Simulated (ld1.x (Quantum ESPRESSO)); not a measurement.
The numbers below are computed, except where a source is named.
**Hardness and transferability of assorted potentials**

Generated with ld1.x 7.5 (TM, RRKJ, ultrasoft, PAW), atompaw 4.2 or ONCVPSP 4.0.1. The cutoff is in Ry: for ld1.x and atompaw files where the sum of valence levels is converged to 10 mRy in a Bessel basis, for ONCV files where the hardest occupied wave has 1 mHa per electron of residual kinetic energy. The error is the largest all-electron minus pseudo excitation energy over each file’s own four to seven test configurations (ionisations up to +4, promotions, holes and added fractions of an electron), all of which were solved. The labels leave out finer settings (local radius, basis sizes, second energies), which also bear on the numbers. Spin-polarised tests are not counted. The rows are a selection from randomly drawn settings: files with unsolved tests, undetermined cutoffs or missed reference levels are left out.

| element | potential | cutoff (Ry) | largest error (meV) | bound ghosts |
| --- | --- | --- | --- | --- |
| B | TM, PBEsol, non-relativistic, rc 0.95/2.00 (sp), local smoothed, core correction yes, reference 2s1.5 2p0 | 70 | +74 | none |
| Al | RRKJ, PBE, scalar-relativistic, rc 1.90/2.25 (sp), local s, core correction yes, reference 3s1 3p2 | 10 | +15 | none |
| P | TM, revPBE, scalar-relativistic, rc 1.20/1.85 (sp), local smoothed, core correction no, reference 3s2 3p3 | 45 | +68 | none |
| K | TM, PBEsol, scalar-relativistic, rc 4.10/2.00/4.05/4.35 (spdf), local f, core correction no, reference 3p6 4s1 4p0 | 25 | +123 | none |
| Mn | TM semilocal, LDA (PZ), scalar-relativistic, rc 2.05/2.40/1.40/2.00 (spdf), local p, core correction yes, reference 3d5 4s2 4p0 | 110 | -1417 | none |
| Br | PAW, PW91, scalar-relativistic, rc 1.60/1.65/1.85 (spd), local smoothed, core correction yes, reference 4s1.5 4p5.5 | 15 | -176 | none |
| Kr | TM, LDA (PZ), scalar-relativistic, rc 1.05/1.50/1.50 (spd), local d, core correction no, reference 4s2 4p6 | 120 | +44 | none |
| Sn | RRKJ, PBE, scalar-relativistic, rc 2.10/2.25 (sp), local p, core correction yes, reference 5s1.75 5p2.25 | 30 | -289 | none |

Fill in the row for Fe: TM, PBEsol, scalar-relativistic, rc 2.30/3.10/0.95 (spd), local smoothed, core correction yes, reference 3d6 4s2 4p0.

cutoff 200 Ry, largest error -337 meV, bound ghosts: none.
